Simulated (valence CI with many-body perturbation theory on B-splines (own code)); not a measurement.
**E1 transitions of Sr6+**

Calculated by valence CI with perturbative core correlation (CI+MBPT): four valence electrons over a frozen Dirac-Fock core [Ar] 3d10, a basis of 11 s, 11 p, 10 d, 8 f, 5 g, 2 h functions for each j, with the one-electron correlation potential Σ1, the two-electron term Σ2, the three-electron term Σ3, Breit, model QED; selected CI, second order for the rest (own B-spline code, finite nucleus).

Against 13 measured levels this calculation errs by 110 cm⁻¹ on average and by 272 at most. These come from a selection out of Sansonetti, J. Phys. Chem. Ref. Data 41, 013102 (2012). Levels without a partner in it may be off by more. Among the levels kept, up to 910 cm⁻¹ of a level comes from second order outside the variational space, and about a tenth of that is noise between levels of different J, which matters for small intervals.

Lines 201 to 250 of 569 in falling wavelength, among levels below 598780 cm⁻¹, chosen from the strongest by gf and those to the six lowest levels. Wavelengths and rates use the calculated energies, so an error of 100 cm⁻¹ moves a line at 539.8 Å by 0.054 % and its rate by three times that or more. Electric multipoles are in the length gauge, E1 and E2 with the static RPA response of the core. Weak lines are less certain than strong ones. Lines between different terms over intervals too small for the method are left out, as are lines whose strength nearly cancels. Where a level lies close to another of its J and parity, the split of strength between their lines is uncertain. The highest levels of a list are the least certain.

Names give the largest LS component (configuration and term), which can be under half, so a name can repeat, a term be missing and a line seem to break the LS rules; names also repeat where a configuration has a term twice. Letters in brackets count levels of one name in rising energy.

```tsv
λ vac (Å)	λ from measured levels	Upper	Lower	A (s⁻¹)	log gf	Branch %
541.2		4s4p²5p ⁵P°_2 [a]	4s4p²4d ⁵D_2	1.54e+09	-0.47	21.1
540.7		4p³4d ³F°_2	4s4p²4d ³F_2 [a]	1.11e+09	-0.61	31.8
539.8	539.5	4s4p³ ³P°_2	4s²4p² ³P_1	1.83e+08	-1.40	7.7
538.3		4s4p²5p ⁵D°_1 [a]	4s4p²4d ⁵F_2	2.09e+09	-0.56	23.1
538.1		4s4p²4d ³P_2 [c]	4s²4p4d ¹P°_1	8.02e+08	-0.76	1.2
536.0		4s4p²5p ⁵P°_1	4s4p²4d ⁵D_1	1.39e+09	-0.75	16.5
535.7		4s4p²5p ⁵P°_3	4s4p²4d ⁵D_4	1.77e+09	-0.27	26.2
535.0		4s4p²5p ⁵D°_0	4s4p²4d ⁵F_1	4.55e+09	-0.71	55.3
532.4		4s4p²5p ⁵D°_2	4s4p²4d ⁵F_3	4.01e+09	-0.07	57.6
529.8		4s4p²5p ⁵P°_3	4s4p²4d ⁵D_3	8.09e+08	-0.62	12.0
529.6		4s4p²5p ⁵D°_3	4s4p²4d ⁵F_4	3.39e+09	0.00	55.6
529.2		4p³4d ³D°_3	4s4p²4d ⁵D_4	3.18e+09	-0.03	38.2
529.0		4s4p²5p ⁵D°_1 [b]	4s4p²4d ⁵F_2	1.65e+09	-0.68	19.0
528.9		4s4p²5p ⁵D°_4	4s4p²4d ⁵F_5	1.27e+09	-0.32	30.6
525.6		4s4p²5p ⁵D°_2	4s4p²4d ⁵F_2	1.04e+09	-0.67	14.9
524.9		4p³4d ³D°_2	4s4p²4d ⁵D_3	1.37e+09	-0.55	23.3
524.7		4s²4p4f ¹F_3	4s²4p4d ¹D°_2	9.14e+08	-0.58	2.1
523.2	523.0	4s4p³ ³P°_1	4s²4p² ³P_0	7.50e+08	-1.03	28.0
519.7		4p⁴ ³P_1	4s4p³ ³D°_2	2.91e+09	-0.45	47.1
519.1		4s4p²4d ³P_2 [d]	4s²4p4d ¹P°_1	1.01e+09	-0.69	1.4
516.1		4p⁴ ³P_0	4s4p³ ³D°_1	4.20e+09	-0.78	65.8
515.8		4p³4d ⁵D°_2	4s4p²4d ⁵D_3	1.56e+09	-0.51	14.3
515.0		4p³4d ⁵D°_1	4s4p²4d ⁵D_2	2.77e+09	-0.48	21.9
510.5		4p³4d ⁵D°_4	4s4p²4d ⁵F_5	9.50e+09	0.52	78.0
510.4		4s²4p4f ¹G_4	4s²4p4d ³D°_3	5.43e+08	-0.72	2.7
510.2	510.4	4s4p³ ¹P°_1	4s²4p² ¹S_0	2.35e+09	-0.56	10.2
507.3		4s4p²4d ³F_3 [b]	4s²4p4d ³F°_3	9.24e+08	-0.60	1.6
504.7		4p³4d ³D°_3	4s4p²4d ⁵F_4	2.08e+09	-0.25	25.0
504.0		4s4p²4d ³P_2 [d]	4s²4p4d ¹F°_3	1.11e+09	-0.68	1.6
503.2		4s4p²4d ³F_2 [b]	4s²4p4d ³F°_2	2.38e+09	-0.34	6.0
503.1		4s4p²4d ³F_3 [c]	4s²4p4d ³F°_3	7.66e+08	-0.69	8.9
502.3		4s²4p4f ¹F_3	4s²4p4d ³P°_2	1.07e+09	-0.55	2.5
501.8		4s4p²4d ³F_4 [c]	4s²4p4d ³F°_4	2.97e+09	0.00	52.5
499.1	498.6	4s4p³ ¹D°_2	4s²4p² ³P_2	3.02e+08	-1.25	6.6
498.9		4p³4d ⁵D°_4	4s4p²4d ⁵F_4	1.63e+09	-0.26	13.4
498.8		4p³4d ³G°_4	4s4p²4d ⁵F_5	6.54e+08	-0.66	27.0
497.6		4p³4d ⁵D°_3	4s4p²4d ⁵F_4	2.67e+09	-0.16	43.1
495.8		4p³4d ³D°_3	4s4p²4d ⁵F_3	8.76e+08	-0.65	10.5
495.8		4s²4p4f ¹D_2	4s²4p4d ³P°_2	1.05e+09	-0.71	2.7
493.8		4s²4p6p ³D_1	4s²4p5s ¹P°_1	3.01e+09	-0.48	20.0
490.8		4s4p²4d ³D_3 [b]	4s²4p4d ³F°_3	1.36e+09	-0.46	8.5
489.0		4p³4d ⁵D°_2	4s4p²4d ⁵F_3	3.54e+09	-0.20	32.5
488.9		4p³4d ⁵D°_3	4s4p²4d ⁵F_3	1.21e+09	-0.52	19.5
488.8		4p³4d ³F°_3	4s4p²4d ⁵F_4	9.77e+08	-0.61	27.8
488.4	489.3	4s4p³ ³S°_1	4s²4p² ¹D_2	1.12e+08	-1.92	0.4
488.3		4s4p²4d ³D_2 [b]	4s²4p4d ³F°_2	1.00e+09	-0.75	4.7
485.3	484.8	4s4p³ ¹D°_2	4s²4p² ³P_1	5.99e+07	-1.98	1.3
485.3		4p³4d ⁵D°_1	4s4p²4d ⁵F_2	5.11e+09	-0.27	40.5
483.4		4p³4d ⁵D°_0	4s4p²4d ⁵F_1	6.47e+09	-0.65	66.8
483.3		4p³4d ⁵D°_2	4s4p²4d ⁵F_2	2.36e+09	-0.38	21.7
```

**Question.** How does gf follow from A for the line at 488.3 Å?

**Answer.** gf = 1.4992 × (2J+1)_upper × A / σ², with σ = 204799 cm⁻¹ and 2J+1 = 5: gf = 0.180.
